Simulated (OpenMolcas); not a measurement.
Mo4+: effect of the basis set

```json
{"Program": "OpenMolcas 26.06", "Method": "SS-RASPT2, IPEA 0.25 Eh, imaginary shift 0.1 Eh (closed shells correlated: 4s)", "Active space": "8 electrons in 8 orbitals (RAS1 4p, at most 2 holes; RAS2 4d)", "State averaging": "2S+1 = 3 even, 10 roots; 2S+1 = 1 even, 15 roots", "Spin-orbit coupling": "state interaction with AMFI integrals over the reference wave functions, term energies averaged over their components"}
```

A. ANO-R2 [7s5p4d2f1g], X2C, finite nucleus; CASPT2 step roughly 7 core-seconds
B. ANO-RCC-VTZP [7s6p4d2f1g], DKH2, point nucleus; CASPT2 step of the order of 13 core-seconds
C. ANO-RCC-VQZP [8s7p5d3f2g1h], DKH2, point nucleus; CASPT2 step roughly 18 core-seconds

Energies in cm⁻¹ above 4d² ³F₂, the measured ground level; measured values from Sugar and Musgrove, J. Phys. Chem. Ref. Data 17, 155 (1988).

```
  Level      A      B      C  Measured
4d² ³F₂    0.0    0.0    0.0       0.0
4d² ³F₃   1670   1629   1597      1578
4d² ³F₄   3540   3460   3390      3357
4d² ¹D₂  10120  10210  10150     10190
4d² ³P₀  11480  11520  11670     11161
4d² ³P₁  12170  12190  12330     11807
4d² ³P₂  13760  13750  13820     13408
4d² ¹G₄  16580  16590  16560     16354
4d² ¹S₀  37370  37620  37560     37738
```

Deviations, from unrounded energies. A percentage is the sum of absolute deviations over the sum of measured energies, with the sign that they share, or ± where signs differ.

| Against measurement | Levels | A | B | C |
| --- | --- | --- | --- | --- |
| mean absolute deviation (cm-1) | 8 | 250 | 200 | 240 |
| fine structure of the ground term (%) | 2 | +5.6 | +3.1 | +1.1 |
| other terms of the ground configuration (%) | 6 | ±1.7 | ±1.4 | ±1.9 |

B lies closest to measurement on these levels and A furthest from it. The largest miss of B in the table is 4d² ³P₁, by +380 cm-1. The ranking rests on the paired levels alone, and a cruder setting can come out closer through cancelling errors.

The two smallest mean deviations differ by little beside CASPT2's spread within terms, so their order carries little weight.

Among A to C the level of the table that moves most is 4d² ¹S₀, by 240 cm-1 (lowest in A, highest in B). Moves below CASPT2's spread within the term are not significant.

CASPT2 does not keep the components of a term degenerate, so their means are used; among the terms shown or strongly mixed into the levels shown the widest spread is 500 cm-1 (4d² ¹G, C). Active for correlation alone: 4p; no level in the range computed is led by a configuration that opens it, so any true level of that kind is missing. Measured partners are found by configuration, term and J. A level has none where our copy of the source lacks it or the pairing is in doubt (some pairs that miss far off the trend of their configuration count as doubtful), and it then counts in no deviation. Levels of configurations outside the active space are missing.
